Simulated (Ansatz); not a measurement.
Compare A (`O/C(F)=[CH]\[GeH3]`) with its isomer B (`C[C@H]1[O][Ge@@H]1[F]`).

Program: Ansatz. Geometries: PBE0-D4/def2-TZVP. ΔE: electronic, gas phase. CCSD(T)/CBS is the MP2 limit (def2-TZVPP, def2-QZVPP) plus CCSD(T) − MP2 in def2-TZVPP, frozen cores. Functionals use def2-TZVPP. B3LYP here is the variant with VWN-RPA as its local correlation; programs differ in this. For Ge outer-core shells are correlated without core-valence functions, which leaves a few kJ/mol of doubt a bond. Scalar relativity is left out up to krypton. One conformer a species, not always the lowest.

A:

```xyz
10

O     1.095    0.472   -1.389
C     1.052   -0.520   -0.498
F     2.066   -1.375   -0.675
C     0.141   -0.671    0.449
Ge   -1.313    0.572    0.689
H     1.855    0.347   -1.967
H     0.250   -1.533    1.093
H    -0.789    1.985    0.997
H    -2.194    0.642   -0.570
H    -2.163    0.081    1.872
```

B:

```xyz
10

C    -1.120    0.930   -0.163
C     0.277    0.407   -0.262
O     0.986    0.264    0.986
Ge    0.827   -1.354    0.190
F     2.360   -1.931   -0.369
H    -1.088    1.976    0.164
H    -1.714    0.373    0.564
H    -1.618    0.891   -1.133
H     0.881    0.883   -1.039
H     0.209   -2.438    1.061
```

Problem. Which is lower in electronic energy at CCSD(T)/CBS, and by how much? (An estimate is asked.)

Solution. Ansatz gave: B, by 85.1 kJ/mol.

Problem. Give E(B) − E(A) in kJ/mol with ωB97M-V, CCSD/def2-TZVPP, B2PLYP, B3LYP-D4, MP2/def2-TZVPP, PBE0-D4, PBE-D4. (Estimate.)

Solution. The calculation gave: ωB97M-V -68.4, CCSD/def2-TZVPP -72.5, B2PLYP -78.9, B3LYP-D4 -69.1, MP2/def2-TZVPP -91.3, PBE0-D4 -70.1, PBE-D4 -77.5. None reverses the order clearly.

Largest T1 diagnostic: 0.014.

From PBE to PBE0 (25 % exact exchange), in def2-TZVPP and without D4, E(B) − E(A) moves by +7.4 kJ/mol. In def2-TZVPP, CCSD(T) changes the Hartree–Fock value by −34.7 kJ/mol (the triples alone add −4.6 kJ/mol) and MP2 by −48.9 kJ/mol.
